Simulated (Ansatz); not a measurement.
Cost and result for the atomization energy of C2H7GeNSi (`[SiH3]/N=[C]1/[CH2][GeH2]1`) (12 atoms, 12 bonds).

```xyz
12

Si    1.2048   -0.6817    1.8621
N     1.0198   -0.7828    0.1322
C     0.0866   -0.2512   -0.4966
C    -0.3138   -0.0354   -1.8997
Ge   -1.3956    1.0444   -0.6170
H     1.2142   -2.0628    2.4046
H     2.5111   -0.0371    2.1463
H     0.1035    0.1085    2.4854
H     0.4371    0.3564   -2.5832
H    -0.8934   -0.8527   -2.3286
H    -1.1027    2.5424   -0.5381
H    -2.8716    0.6521   -0.5674
```

Charge 0, multiplicity 1. Correlated methods include outer-core shells of Ge, which these sets cover unevenly. Scalar relativity is left out up to krypton. The structure was optimised at the PBE0-D4/def2-TZVP level. Program: Ansatz. All runs use 4 threads of an Intel Xeon 6975P-C on a shared host. Times are those of one run each, without the atoms' runs, and a repeat can differ threefold. Electronic energies, without spin–orbit coupling; frozen cores. CCSD(T)/CBS adds CCSD(T) − MP2 in def2-TZVPP to the MP2 limit, and its time is that of the two runs behind it. T1 = 0.014. With those shells the extrapolation isn't a true limit. B3LYP takes the VWN-RPA correlation (the form of Gaussian; ORCA's B3LYP/G).

CCSD(T)/CBS is a level of theory with its own doubt, some kJ/mol a heavy atom from the limit and from the frozen cores, so smaller differences don't rank the functionals.

```tsv
level	functions	wall time	atomization (kcal/mol)	difference from CCSD(T)/CBS	per bond
PBE-D4/def2-TZVPP (with forces)	281	2.2 s	994.3	19.2	1.6
PBE0-D4/def2-TZVPP	281	2.7 s	974.9	-0.2	0.0
r2SCAN-D4/def2-TZVPP (with forces)	281	3.2 s	977.3	2.2	0.2
B3LYP-D4/def2-TZVPP (with forces)	281	4.2 s	975.4	0.3	0.0
ωB97X-V/def2-TZVPP	281	6.5 s	979.6	4.5	0.4
B2PLYP/def2-TZVPP	281	6.5 s	963.4	-11.7	-1.0
ωB97M-V/def2-TZVPP (with forces)	281	11 s	974.1	-1.0	-0.1
MP2/def2-QZVPP	540	24 s	974.4	-0.7	-0.1
CCSD(T)/def2-TZVPP	281	96 s	948.8	-26.3	-2.2
CCSD(T)/CBS(def2)	–	120 s	975.1	0.0	0.0
```

The D4 term adds +10.7 kcal/mol with B3LYP and +5.6 kcal/mol with PBE0; it sums over pairs of atoms, weighted by their polarisabilities, and B3LYP, whose exchange is more repulsive, gets the larger term. In def2-TZVPP, CCSD(T) changes the Hartree–Fock value by +269.0 kcal/mol (the triples alone add +18.0 kcal/mol) and MP2 by +279.1 kcal/mol; breaking electron pairs costs correlation energy, which Hartree–Fock lacks. From PBE to PBE0 (25 % exact exchange), in def2-TZVPP and without D4, the atomization energy moves by −18.4 kcal/mol: exact exchange takes away binding that semilocal exchange gives to molecules.
